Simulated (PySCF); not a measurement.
**Worked example: dipole moment from atomic charges**

GaHClBr, SMILES [Cl][GaH][Br]. Atoms are numbered in the order given.

```xyz
4

Ga    -0.6482    -0.5353     0.0000
H     -2.1778    -0.7769     0.0000
Cl     0.7427    -2.1707     0.0000
Br     0.2756     1.5506     0.0000
```

Coordinates come from a TPSSh-D3(BJ)/def2-SVP optimisation.

Charges (e) from M06-2X/def2-TZVPD (PySCF):

```
atom  ESP fit     IAO
----  -------  ------
Ga1     0.569   0.717
H2     -0.103  -0.142
Cl3    -0.251  -0.327
Br4    -0.215  -0.248
```

The dipole moment of the full density is 1.69 D.

**Question.** What dipole moment does each set of point charges give, and which comes closer to that of the density?

**Answer.** 
μ = Σ q r, and 1 e Å = 4.8032 D.
ESP fit: Σ q r = (-0.390, -0.013, 0.000) e Å, |μ| = 1.88 D.
IAO: Σ q r = (-0.467, 0.052, 0.000) e Å, |μ| = 2.26 D.
ESP fit comes closer in size. Point charges leave out the atoms' own dipoles (lone pairs, polarised bonds); fits to the potential absorb them, partitions of the density don't.
